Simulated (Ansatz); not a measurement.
Process, species as SMILES: CCCCB(C)C + 2 B (BH3) + 3 C (CH4) -> 3 BC (CH5B) + 3 CC (C2H6) [ethane]
Geometries: B3LYP-D3(BJ)/def2-TZVP minima from Ansatz (an electronic-structure program), one conformer each, not searched for the lowest.

Quantity: bond separation energy (electronic energy difference), in kJ/mol. Cores are frozen in the correlated levels unless marked. Spin-orbit coupling is left out. Non-relativistic unless marked X2C. CBS marks a two-point X^-3 extrapolation of the correlation energy; Hartree-Fock from the larger set. The bracket is a focal-point correction in the basis named.

```
level            program  bond separation energy (kJ/mol)
---------------  -------  -------------------------------
HF/6-31G*         Ansatz                             -6.8
PBE0/def2-QZVPP   Ansatz                             -8.1
```

Problem. Estimate the value at RI-MP2/CBS(cc-pVTZ,cc-pVQZ)+[CCSD(T)-MP2]/cc-pVTZ as computed with Ansatz.

Solution. 15.0 kJ/mol, so PBE0/def2-QZVPP differs from it by -23.1 kJ/mol.
